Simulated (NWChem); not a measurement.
Species: CHAgOS; SMILES [O+]#[C-]->[Ag][SH]

```xyz
5

Ag    -0.1925    -0.0529    -0.0001
S     -0.1712     2.2547    -0.0094
H     -1.5278     2.3480    -0.1314
O     -0.1794    -3.1919     0.0103
C     -0.1677    -2.0459     0.0068
```
Atoms are numbered in this order, from 1.

Level: PBE-D3(BJ)/def2-SVP with def2 effective core potentials on Ag (NWChem), optimised geometry, unscaled harmonic frequencies. def2 effective core potentials on Ag; no spin-orbit coupling.

Q: List the harmonic frequencies with IR intensities, and the thermochemistry.

A: 
```csv
frequency (cm⁻¹),IR intensity (km/mol)
59,1.6
60,1.3
298,1.9
319,16.6
326,3.1
389,0.1
581,5.8
2125,734.0
2603,2.8
```

```
Quantity                                                                            Value
-----------------------------------------------------------------------  ----------------
zero-point energy                                                            9.7 kcal/mol
thermal correction to the enthalpy at 298.15 K (with zero-point energy)     14.1 kcal/mol
heat capacity Cv                                                         17.4 cal/(mol K)
entropy at 298.15 K and 1 atm (symmetry number 1)                        79.7 cal/(mol K)
```

Rigid rotor and harmonic oscillator; modes under 100 cm⁻¹ make the entropy uncertain.
